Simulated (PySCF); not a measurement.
## Cobalt: a sound run and one with changed settings

Sound run: Co⁺ [Ar] 3d8, Co²⁺ [Ar] 3d7. Computed with PySCF 2.14 in def2-SVP, with no relativity, point nucleus. The sound run starts from symmetry-adapted Hartree-Fock orbitals and uses a fine grid where one is needed.

A second run was set up differently.

```json
{"species": "Co⁺", "method": "UHF", "sound run (hartree)": "-1380.91051", "changed run (hartree)": "-1380.91051", "converged": "yes"}
{"species": "Co⁺", "method": "TPSS", "sound run (hartree)": "-1382.26820", "changed run (hartree)": "-1382.30888", "converged": "yes"}
{"species": "Co⁺", "method": "PBE0", "sound run (hartree)": "-1382.00644", "changed run (hartree)": "-1381.89499", "converged": "yes"}
{"species": "Co²⁺", "method": "UHF", "sound run (hartree)": "-1380.40181", "changed run (hartree)": "-1380.40181", "converged": "yes"}
{"species": "Co²⁺", "method": "TPSS", "sound run (hartree)": "-1381.65650", "changed run (hartree)": "-1381.68180", "converged": "yes"}
{"species": "Co²⁺", "method": "PBE0", "sound run (hartree)": "-1381.39806", "changed run (hartree)": "-1381.28877", "converged": "yes"}
```

Ionisation energy of Co⁺:

```
method  sound run (eV)  changed run (eV)
   UHF          13.842            13.842
  TPSS          16.645            17.064
  PBE0          16.555            16.496
```

(1) What was changed?
A. radial grid too coarse
B. level shift left on
C. basis contracted for another Hamiltonian
D. a valence shell is frozen

Results:

(1) A. It used radial step 0.8 in ln r (0.13 in the sound run). A coarse radial grid mis-integrates the density and the exchange-correlation energy, with errors of either sign; Hartree-Fock needs no grid.
